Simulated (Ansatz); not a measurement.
`[Li][N](C)C` + `[Li][OH]` → `[Li][O][Li]` + `CNC` at 298.15 K and 1 bar (ligand exchange at a Li–N bond).

Gas-phase electronic energies from Ansatz, PBE0-D4/def2-TZVP geometries. CBS: MP2 limit from def2 TZ/QZ plus the TZ coupled-cluster correction, frozen cores. For Li outer-core shells are correlated without core-valence functions, which leaves a few kJ/mol of doubt a bond.

```json
{"species": "`[Li][N](C)C`", "CCSD(T)/CBS energy (Eh)": "-141.90308", "H − E (kJ/mol)": "227.9", "S (J/(mol·K))": "292.7"}
{"species": "`[Li][OH]`", "CCSD(T)/CBS energy (Eh)": "-83.31445", "H − E (kJ/mol)": "45.1", "S (J/(mol·K))": "208.8"}
{"species": "`[Li][O][Li]`", "CCSD(T)/CBS energy (Eh)": "-90.22019", "H − E (kJ/mol)": "25.3", "S (J/(mol·K))": "229.2"}
{"species": "`CNC`", "CCSD(T)/CBS energy (Eh)": "-135.00321", "H − E (kJ/mol)": "256.9", "S (J/(mol·K))": "271.4"}
```

H − E and S are ideal-gas, rigid-rotor, harmonic terms from PBE0-D4/def2-TZVP. 1 Eh = 2625.50 kJ/mol, R = 8.31446 J/(mol·K).

Q: By hand: ΔE, ΔH, ΔS and ΔG.

A: ΔE = (-90.22019) + (-135.00321) − (-141.90308) − (-83.31445) = -0.00587 Eh = -15.4 kJ/mol. Δ(H − E) = 25.3 + 256.9 − 227.9 − 45.1 = 9.2, so ΔH = -6.2 kJ/mol. ΔS = 229.2 + 271.4 − 292.7 − 208.8 = -0.9 J/(mol·K). ΔG = -6.2 − 298.15 × (-0.9)/1000 = -5.9 kJ/mol.

Q: By hand: the equilibrium constant, and the temperature at which ΔG would vanish if ΔH and ΔS stayed fixed.

A: log₁₀ K = −ΔG/(RT ln 10) = 1.0. ΔG = 0 at ΔH/ΔS = 6889 K, far beyond where these terms or the molecules hold.

The number of gas molecules stays the same, so ΔS is small and ΔH decides. The sign of ΔG lies within the doubt. A doubt of 5 kJ/mol in ΔE shifts log₁₀ K by 0.9 here. These are equilibria of isolated gas molecules and say nothing of rates. Largest T1 diagnostic: 0.021 (customary marks: 0.02 for closed shells, 0.045 for open ones).
